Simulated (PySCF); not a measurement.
**Radial density of Zr (zirconium, neutral)**

r2SCAN, [Kr] 4d2 5s2, high-spin 3F determinant. Computed with PySCF 2.14 in aug-cc-pwCVTZ-DK with one added diffuse shell each of s, p, d, f, g type (12s11p9d5f4g, 161 functions), with scalar relativity by spin-free X2C-1e.

| r (bohr) | 4πr²ρ (e/bohr) | 4πr²(ρα − ρβ) |
| --- | --- | --- |
| 0.0333 | 48.13 | -0.0013 |
| 0.0561 | 42.20 | -0.0031 |
| 0.0943 | 57.95 | 0.0103 |
| 0.159 | 51.55 | 0.0813 |
| 0.267 | 38.55 | 0.1766 |
| 0.449 | 40.80 | 0.0625 |
| 0.755 | 11.81 | 0.0964 |
| 1.27 | 8.513 | 0.8107 |
| 2.14 | 2.502 | 0.8710 |
| 3.59 | 0.8813 | 0.2434 |
| 6.04 | 0.1510 | -0.0106 |
| 10.2 | 0.002283 | -0.0009 |

Densities and radii are taken from the X2C orbitals without a picture-change correction, which distorts them close to the nucleus.

(1) Where is the radial spin density 4πr²(ρα − ρβ) most negative, and why is it negative at all?

Results:

(1) Around r = 6.04 bohr, down to -0.0106 e/bohr: exchange with the open shell polarises the paired shells in an unrestricted calculation.
